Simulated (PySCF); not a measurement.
**What each rung costs, and what it gives**

Saddle point of GeH4O, closed shell (GeH₂O ([OH][GeH]) + H₂ → GeH₄O ([OH2][GeH2]); bonds formed: Ge1–H5, O2–H3; bonds broken: H3–H5; bonds weakened to dative contacts: Ge1–O2), PBE0-D4/def2-TZVP structure:

Ge1  (0.277, 0.587, -0.963)
O2  (-0.710, -0.787, 0.110)
H3  (0.376, -0.243, 0.683)
H4  (-0.571, 1.730, -0.260)
H5  (1.123, 0.379, 0.647)
H6  (-0.495, -1.666, -0.216)
(Å)

Barriers are electronic and count from the start structure reached by relaxing down the imaginary mode.

Program: PySCF 2.14 with density fitting (its default auxiliary sets; JK sets also for MP2 and CCSD(T)). Basis: as named in each row. Cores are frozen in the correlated methods. Filled d shells of the heavier atoms are correlated. The def2 sets are not built for correlating such inner shells, so the correlated values are less sure here. B3LYP uses VWN-RPA correlation. Extrapolation: Hartree–Fock as exp(−7.88 √X), correlation as X^−2.97.

Times are rough, for one single point on 4 threads of a shared host (Arm Neoverse V2).

The estimate by CCSD(T) at an estimated basis limit (MP2 extrapolated from triple and quadruple zeta, plus CCSD(T) − MP2 in triple zeta) is 26.67 kcal/mol.

| method | basis | time (s) | barrier (kcal/mol) | method less estimate |
| --- | --- | --- | --- | --- |
| HF | STO-3G | under 1 | 47.34 | 20.67 |
| B3LYP-D4 | 6-31G | 2 | 30.03 | 3.36 |
| PBE0-D4 | def2-SVP | 2 | 20.11 | -6.56 |
| PBE-D4 | def2-SVP | 3 | 18.16 | -8.51 |
| MP2 | def2-QZVPP | 3 | 26.28 | -0.39 |
| SPW92 | def2-TZVPP | 4 | 13.47 | -13.19 |
| BHLYP-D4 | def2-TZVPP | 4 | 28.59 | 1.92 |
| PBE0-D4 | def2-TZVPP | 5 | 22.49 | -4.18 |
| B3LYP-D4 | def2-TZVPP | 5 | 25.99 | -0.68 |
| CCSD(T) | def2-SVP | 5 | 26.68 | 0.02 |
| PBE-D4 | def2-TZVPP | 5 | 20.62 | -6.05 |
| r2SCAN-D4 | def2-TZVPP | 10 | 22.31 | -4.36 |
| wB97M-V | def2-TZVPP | 60 | 26.05 | -0.62 |
| CCSD(T) | def2-TZVPP | 78 | 26.88 | 0.21 |

All methods are single points on the PBE0-D4 structures.

T1 diagnostic: at most 0.016.

Labels in which every atom is bracketed show which atoms are joined, not bond orders.
